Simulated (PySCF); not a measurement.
Compound: C8H5FN2.
Cartesian coordinates in Å at the GFN2-xTB level; atoms count from 1:
```xyz
16
C8H5FN2 angstrom
F      1.6225    2.6856    0.3484
C      1.6063    1.3554    0.2176
N      2.7555    0.7610    0.2197
N      2.8185   -0.5545    0.0949
C      1.7340   -1.2583   -0.0312
C      0.4276   -0.7007   -0.0465
C     -0.7590   -1.4423   -0.1830
C     -1.9671   -0.7958   -0.1864
C     -2.0392    0.5994   -0.0515
C     -0.9015    1.3503    0.0859
C      0.3477    0.7073    0.0882
H      1.8757   -2.3256   -0.1275
H     -0.6987   -2.5155   -0.2836
H     -2.8817   -1.3603   -0.2930
H     -3.0066    1.0792   -0.0563
H     -0.9418    2.4237    0.1928
```

Computed at PBE0/pcSseg-1 (PySCF, non-relativistic), with Q(14N) = 0.02044 b: N3, 14N (I = 1): χzz = -5.593 MHz, η = 0.093; N4, 14N (I = 1): χzz = -6.326 MHz, η = 0.043.

Question: Find the zero-field quadrupole resonance frequencies of 14N at N3.

Answer: From ν± = (3/4)|χ|(1 ± η/3) and ν0 = |χ|η/2: ν+ 4.325 MHz, ν− 4.064 MHz, ν0 0.261 MHz (pyridine-type nitrogen).

Question: Where would the pure quadrupole (NQR) lines of 14N at N4 fall for the rigid, isolated species?

Answer: From ν± = (3/4)|χ|(1 ± η/3) and ν0 = |χ|η/2: ν+ 4.813 MHz, ν− 4.676 MHz, ν0 0.137 MHz (pyridine-type nitrogen).

In a crystal, neighbours and librations shift these lines. GFN2-xTB bond lengths can be off by several hundredths of an ångström, more for odd bonds, and the gradients follow them. The small basis limits the accuracy of the gradients.

The run behind these numbers computed NMR shieldings as well. On one thread of an Arm Neoverse V2 (shared host), this took 40 s (with the writing of density and orbital grids) and 0.94 GiB of memory at its peak.
